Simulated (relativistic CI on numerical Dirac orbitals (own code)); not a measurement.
## Ag3+ (4d8) in a crystal field

Calculated by Dirac-Coulomb-Breit CI, separate exchange-only KLI orbitals for each configuration, model QED (radiative potential, 1s self-energy scaled to tabulated hydrogen-like ionisation energies), valence Slater integrals scaled by 0.85, one configuration in a parametric crystal field (own radial code).

Field parameters in Wybourne normalisation: D4h B²₀ = −7Ds, B⁴₀ = 21(Dq − Dt), B⁴₄ = 21√(5/14) Dq. The field is a parameter set, without covalency.

S and J are read from ⟨S²⟩ = S(S + 1) and ⟨J²⟩ = J(J + 1) of each level; they are not fictitious spins.

D4h, 10Dq = 38250, Ds = -1500, Dt = 770 cm⁻¹, the lowest 16 levels:

```tsv
E (cm⁻¹)	Degeneracy	Irrep	S	J
0.0	1	B2	1.00	3.40
9.6	2	E	1.00	3.39
13531	1	A1	0.04	2.93
13895	1	B1	0.03	2.89
26244	1	A1	0.06	3.38
31202	1	A2	1.00	3.45
31265	1	A1	0.99	3.58
31484	2	E	1.00	3.33
31660	1	B1	1.00	3.36
31809	1	B2	1.00	3.14
37917	2	E	0.98	3.30
37995	1	B1	1.00	3.32
40568	1	A2	1.00	2.29
40702	1	B2	1.00	2.15
40773	1	A1	0.98	2.41
40933	2	E	0.99	2.19
```

D4h, 10Dq = 38250, Ds = 3000, Dt = 770 cm⁻¹, the lowest 10 levels:

| E (cm⁻¹) | Degeneracy | Irrep | S | J |
| --- | --- | --- | --- | --- |
| 0.0 | 1 | B2 | 1.00 | 3.40 |
| 10.2 | 2 | E | 1.00 | 3.39 |
| 3267 | 1 | A1 | 0.02 | 3.05 |
| 13873 | 1 | B1 | 0.04 | 2.90 |
| 27864 | 1 | A1 | 1.00 | 3.65 |
| 28153 | 1 | A2 | 0.99 | 3.53 |
| 29042 | 2 | E | 0.99 | 3.24 |
| 30558 | 1 | B2 | 1.00 | 2.80 |
| 30650 | 1 | B1 | 0.99 | 2.95 |
| 32891 | 2 | E | 1.00 | 2.10 |

D4h, 10Dq = 38250, Ds = 2590, Dt = 770 cm⁻¹, the lowest 16 levels:

| E (cm⁻¹) | Degeneracy | Irrep | S | J |
| --- | --- | --- | --- | --- |
| 0.0 | 1 | B2 | 1.00 | 3.40 |
| 10.0 | 2 | E | 1.00 | 3.39 |
| 4758 | 1 | A1 | 0.03 | 3.04 |
| 13877 | 1 | B1 | 0.04 | 2.90 |
| 28316 | 1 | A1 | 1.00 | 3.65 |
| 28530 | 1 | A2 | 0.99 | 3.53 |
| 29472 | 2 | E | 0.99 | 3.24 |
| 30874 | 1 | B2 | 1.00 | 2.82 |
| 30957 | 1 | B1 | 0.99 | 2.97 |
| 34389 | 2 | E | 1.00 | 2.12 |
| 34572 | 1 | A1 | 0.87 | 2.39 |
| 35058 | 1 | A1 | 0.32 | 3.08 |
| 38249 | 1 | B1 | 1.00 | 3.47 |
| 38297 | 2 | E | 1.00 | 3.33 |
| 42129 | 1 | A2 | 0.03 | 3.99 |
| 43022 | 2 | E | 0.05 | 3.07 |

D4h, 10Dq = 38250, Ds = 2180, Dt = 770 cm⁻¹, the lowest 10 levels:

| E (cm⁻¹) | Degeneracy | Irrep | S | J |
| --- | --- | --- | --- | --- |
| 0.0 | 1 | B2 | 1.00 | 3.40 |
| 9.7 | 2 | E | 1.00 | 3.39 |
| 6221 | 1 | A1 | 0.03 | 3.03 |
| 13880 | 1 | B1 | 0.04 | 2.90 |
| 28730 | 1 | A1 | 0.99 | 3.65 |
| 28896 | 1 | A2 | 0.99 | 3.53 |
| 29856 | 2 | E | 0.99 | 3.24 |
| 31175 | 1 | B2 | 1.00 | 2.84 |
| 31248 | 1 | B1 | 0.99 | 3.00 |
| 33528 | 1 | A1 | 0.09 | 3.25 |

D4h, 10Dq = 38250, Ds = 1770, Dt = 770 cm⁻¹, the lowest 10 levels:

```csv
E (cm⁻¹),Degeneracy,Irrep,S,J
0.0,1,B2,1.00,3.40
9.6,2,E,1.00,3.39
7645,1,A1,0.03,3.02
13883,1,B1,0.04,2.90
29112,1,A1,0.99,3.65
29251,1,A2,0.99,3.53
30209,2,E,0.99,3.25
31456,1,B2,1.00,2.87
31518,1,B1,0.99,3.02
32158,1,A1,0.09,3.27
```

The free-ion ground term has S = 1. Every field shown keeps that spin.

Levels of this model without a field, named by their leading LS term: ³F4 0, ³F3 3992, ³F2 5762, ³P2 12889, ³P1 17299, ³P0 17504, ¹D2 18149, ¹G4 20935 cm⁻¹.
